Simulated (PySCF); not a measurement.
# Energy and ionisation energy along a bond of B2CH3 cation

Calculated results; nothing here was measured. The program is PySCF 2.14.0, an open-source quantum chemistry code, run on an isolated molecule that a program drew, which may never have been made. The molecule is B2CH3 cation (charge +1, singlet), drawn as the SMILES string `B=C[BH+]`.

The structure below is the HF double-zeta minimum with every atom moved a little at random, so it isn't optimised. Bond B3-H6 is then set to each length in the table by shifting atom 6 along it, with nothing else relaxed.
```xyz
6
B2CH3 cation, angstrom
B    -1.9604   -0.7620    1.3797
C    -1.9428    0.6168    0.8640
B    -1.4660    1.2806   -0.2492
H    -1.5915   -1.9205    1.6141
H    -2.5600    1.2959    1.5635
H    -1.1023    1.6472   -1.3489
```

E is the energy above the same method's energy at the HF double-zeta minimum. IE is the energy to remove one electron at fixed geometry, to the doublet state of charge +2, as a difference of total energies. The basis family is cc-pVnZ, with UHF for radicals and no spin-orbit coupling. Best is HF at quadruple zeta, plus MP2 correlation extrapolated from triple and quadruple zeta, plus CCSD(T) minus MP2 at triple zeta, with a frozen core. The other columns are at triple zeta.

```
bond (Å)  E wB97X (kcal/mol)  E MP2 (kcal/mol)  E CCSD(T) (kcal/mol)  E best (kcal/mol)  IE wB97X (eV)  IE MP2 (eV)  IE CCSD(T) (eV)  IE best (eV)     T1
  1.0979               12.58             12.38                 12.12              12.20         16.635       16.799           16.774        16.876  0.016
  1.2149               11.20             11.27                 10.79              10.97         16.612       16.779           16.752        16.854  0.016
  1.2909                   ?                 ?                     ?                  ?              ?            ?                ?             ?      ?
  1.3979               22.16             22.63                 21.53              21.88         16.572       16.743           16.715        16.815  0.016
  1.4949               31.23             31.83                 30.26              30.69         16.546       16.720           16.692        16.792  0.017
```

T1 is the CCSD diagnostic of the starting molecule.

**Estimate the best E and IE at 1.2909 Å from the other rows.**

A cubic in the inverse of the bond length through the other values of E best gives 14.21 kcal/mol there. A least-squares quadratic in the bond length through IE best gives 16.838 eV. The calculation gives 14.18 kcal/mol and 16.839 eV, so the fits miss by 0.03 kcal/mol and 0.001 eV. The same recipe one zeta lower moves these two values by 0.07 kcal/mol and 0.02 eV, a gauge of their own error. The rest of the row: E is 14.38 (wB97X), 14.64 (MP2), 13.94 (CCSD(T)); IE is 16.597 (wB97X), 16.766 (MP2), 16.738 (CCSD(T)); T1 is 0.016.
